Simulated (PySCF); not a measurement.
Correlation energy of Cs (caesium, neutral)

Starting occupation: [Xe] 6s1, 6s1/2 with m_j = +1/2. All numbers are calculated (PySCF 2.14, X2C-1e with screened-nucleus spin-orbit coupling, Gaussian nucleus, in x2c-TZVPall-2c with one added diffuse shell each of s, p, d type (12s12p10d1f, 105 functions)). Frozen: [Kr] 4d10; 9 electrons correlated; the 30 highest virtual spinors left out.

MP2 pair energies summed by pair of shells (mhartree):

| pair | energy | share (%) |
| --- | --- | --- |
| 5p3/2-5p3/2 | -46.37 | 31.4 |
| 5p1/2-5p3/2 | -43.57 | 29.6 |
| 5p3/2-5s1/2 | -18.79 | 12.7 |
| 5p1/2-5p1/2 | -11.71 | 7.9 |
| 5p1/2-5s1/2 | -9.46 | 6.4 |
| 5p3/2-6s1/2 | -8.12 | 5.5 |
| 5s1/2-5s1/2 | -5.36 | 3.6 |
| 5p1/2-6s1/2 | -3.57 | 2.4 |
| 5s1/2-6s1/2 | -0.49 | 0.3 |

Total MP2 correlation energy: -147.43 mhartree.

This basis was not built for core-valence correlation, so the inner-shell part is incomplete.
